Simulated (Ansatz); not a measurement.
The inner images of a band of CH2SeSi (5 atoms, charge 0, multiplicity 1) are given out of order.

These are results of UKS PBE-D4/def2-SVP (Ansatz), not measurements.

Initial state:

```xyz
5
Properties=species:S:1:pos:R:3
C -0.333 -0.583 0.051
Si 0.253 0.816 -1.017
Se 1.377 -0.926 0.538
H -1.199 -1.188 0.379
H -0.098 1.882 0.048
```

Final state:

```xyz
5
Properties=species:S:1:pos:R:3
C 0.404 -0.522 1.472
Si -0.356 0.233 -0.139
Se 1.588 -0.930 0.055
H -1.439 -0.463 -0.904
H -0.196 1.682 -0.483
```

**Question.** Put them in order from the first end to the last, with their energies above the first end.
A.
```xyz
5
Properties=species:S:1:pos:R:3
C 0.130 -0.787 1.281
Si -0.205 0.389 -0.162
Se 1.622 -0.928 0.055
H -1.290 -0.516 -0.619
H -0.257 1.842 -0.554
```
B.
```xyz
5
Properties=species:S:1:pos:R:3
C -0.387 -0.627 0.166
Si 0.148 0.807 -0.814
Se 1.413 -0.954 0.462
H -1.193 -1.381 0.282
H 0.019 2.155 -0.096
```
C.
```xyz
5
Properties=species:S:1:pos:R:3
C -0.483 -0.882 0.790
Si 0.118 0.620 0.020
Se 1.695 -0.869 -0.047
H -1.096 -0.847 -0.251
H -0.234 1.978 -0.512
```
D.
```xyz
5
Properties=species:S:1:pos:R:3
C -0.484 -0.658 0.280
Si 0.154 0.787 -0.472
Se 1.521 -0.932 0.261
H -1.229 -1.461 0.163
H 0.039 2.264 -0.232
```
E.
```xyz
5
Properties=species:S:1:pos:R:3
C -0.574 -0.789 0.620
Si 0.139 0.691 -0.004
Se 1.699 -0.817 -0.019
H -1.159 -1.208 -0.232
H -0.105 2.123 -0.365
```
F.
```xyz
5
Properties=species:S:1:pos:R:3
C -0.588 -0.670 0.383
Si 0.175 0.764 -0.113
Se 1.658 -0.869 0.065
H -1.241 -1.457 -0.009
H -0.003 2.231 -0.325
```
G.
```xyz
5
Properties=species:S:1:pos:R:3
C -0.231 -0.898 1.026
Si -0.011 0.521 -0.081
Se 1.678 -0.923 -0.008
H -1.137 -0.610 -0.376
H -0.299 1.910 -0.561
```

**Answer.** B (+0.23 eV), D (+0.80 eV), F (+1.05 eV), E (+1.34 eV), C (+1.86 eV), G (+2.82 eV), A (+1.68 eV).

Run time: 9.9 min on 2 threads of AMD EPYC (Zen 3), with other jobs on the host, peak memory 0.17 GiB.
